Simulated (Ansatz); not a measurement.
Basis-set extrapolation for `C[SiH2]N[SiH](O)O` (PBE0-D4/def2-TZVP geometry, frozen core, Ansatz). Multiplicity 1, RHF reference.

```tsv
	def2-TZVPP	def2-QZVPP
HF	-825.471666	-825.502920
MP2 correlation	-1.115331	-1.200538
CCSD(T) correlation	-1.206094	not run
```

Energies in hartree. Use E(X) = E(∞) + A·exp(−7.88·√X) for Hartree–Fock and E(X) = E(∞) + B·X^(−2.97) for correlation, with X = 3 and 4, and add CCSD(T) minus MP2 of the smaller set to the MP2 limit.

Task: What is the CCSD(T) energy at the basis-set limit?

Result: HF limit: -825.502920 + (-0.031254) × 0.13774 = -825.50722. MP2 limit: -1.200538 + (-0.085207) × 0.74074 = -1.26365. Higher-order term: -1.206094 − (-1.115331) = -0.09076. Total: -826.86163 hartree, 5.00 eV below CCSD(T)/def2-TZVPP.
